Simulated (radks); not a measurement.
Ionisation of the rubidium ion Rb2+, [Ar] 3d10 4s2 4p5, to [Ar] 3d10 4s2 4p4 as the strength of local exchange is varied. Calculated with a radial shooting solver on a logarithmic mesh with Libxc functionals: non-relativistic Kohn-Sham, Slater X-alpha exchange (alpha = 2/3 is LDA exchange), no correlation, spin-polarised, spherical densities, point nucleus; open shells are filled with parallel spins first (spin-orbit coupling, left out, can overturn this in heavy ions); relativity is left out, which matters for an element this heavy.

alpha  E(Rb2+) (hartree)  exchange (hartree)  IE (eV)  -e of the level emptied (eV)  <r> of it (bohr)
0.651        -2929.72917           -89.64985   37.513                   31.513 (4p)             1.659
0.667        -2931.93331           -91.91724   37.775                   31.771 (4p)             1.655
0.679        -2933.58743           -93.61978   37.971                   31.966 (4p)             1.652
0.768        -2945.88239          -106.30075   39.446                   33.430 (4p)             1.630
0.851        -2957.39126          -118.21212   40.848                   34.824 (4p)             1.610

NIST Atomic Spectra Database: 39.247 eV (semi-empirical). The Delta-SCF value meets it near alpha = 0.76. Relativity is left out here, which matters for elements this heavy. Open shells are spherical and high-spin; term and fine-structure splittings are not resolved.
